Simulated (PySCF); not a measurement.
Os(OH)2 (H2O2Os), SMILES [OH][Os][OH] (connectivity only; charge and spin as stated), neutral, multiplicity 3.

Coordinates come from a PBE-D3(BJ)/def2-TZVP optimisation. The geometry has at least one imaginary mode, so it is a saddle point at that level. The spin state was assumed, not searched. The def2 effective core potentials stand for the cores of Os; spin–orbit coupling is left out. The values are those of a single conformer.

All values below come from PBE-D3(BJ)/def2-TZVP (PySCF).

Frequencies are harmonic and unscaled.

| mode | ν (cm⁻¹) | IR (km/mol) | moving atoms (share of kinetic energy) |
|---|---|---|---|
| 1 | 46i | 9.0 | O 86 %, Os 14 % |
| 2 | 189 | 4.1 | O 70 %, H 16 %, Os 14 % |
| 3 | 559 | 309.5 | H 91 %, O 9 % |
| 4 | 562 | 0.0 | H 91 %, O 9 % |
| 5 | 647 | 16.3 | H 76 %, O 23 % |
| 6 | 715 | 169.3 | O 81 %, Os 15 % |
| 7 | 738 | 0.0 | O 87 %, H 13 % |
| 8 | 3657 | 157.0 | H 94 % |
| 9 | 3661 | 69.7 | H 94 % |
